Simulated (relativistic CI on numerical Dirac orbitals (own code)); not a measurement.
Pr3+: N4,5 absorption edge

Computed with this model: Dirac-Coulomb-Breit CI, orbitals from a KLI potential per configuration, model QED (radiative potential, 1s self-energy scaled to tabulated hydrogen-like ionisation energies), valence Slater integrals scaled by 0.9, multiplet model of core-to-valence dipole absorption; configurations [Xe] 4f2 → [Kr] 4d9 4f3 5s2 5p6; 80 K; Lorentzian 0.5 eV and Gaussian 0.2 eV FWHM. Energies are those of the free ion, without screening or charge transfer. The branching ratio is the share of the lower-energy edge in the whole absorption, uncertain by about 0.02 where the edges overlap. S is read from ⟨S²⟩ = S(S + 1).

Field parameters in Wybourne normalisation; cubic f-shell fields have B⁴₄ = √(5/14) B⁴₀ and B⁶₄ = −√(7/2) B⁶₀. The field is a parameter set, without covalency.

free ion: ground-state S = 0.98, centroid 135.85 eV. Peaks (eV, height): 128.9 (82), 133.1 (7), 138.6 (100), 140.6 (82).

D4h, B20 = 990, B40 = 1020, B44 = 200, B60 = 350, B64 = -180 cm⁻¹: ground-state S = 0.98, centroid 135.86 eV. Peaks (eV, height): 128.9 (80), 133.1 (7), 138.6 (100), 140.6 (78).

Oh, B40 = 2150, B60 = 640 cm⁻¹: ground-state S = 0.98, centroid 135.86 eV. Peaks (eV, height): 128.9 (79), 133.2 (7), 138.6 (100), 140.7 (76).

Strongest unbroadened transitions for Oh, B40 = 2150, B60 = 640 cm⁻¹:

| Energy (eV) | Relative strength |
| --- | --- |
| 111.30 | 0.2 |
| 119.32 | 0.5 |
| 121.17 | 0.2 |
| 128.86 | 0.2 |
| 128.90 | 0.2 |
| 128.91 | 81.6 |
| 133.16 | 6.7 |
| 135.79 | 0.2 |
| 136.75 | 0.2 |
| 137.34 | 0.2 |
| 137.78 | 7.9 |
| 138.56 | 0.2 |
| 138.58 | 0.3 |
| 138.61 | 100.0 |
| 138.89 | 2.3 |
| 140.63 | 0.3 |
| 140.67 | 77.0 |
| 142.33 | 0.5 |
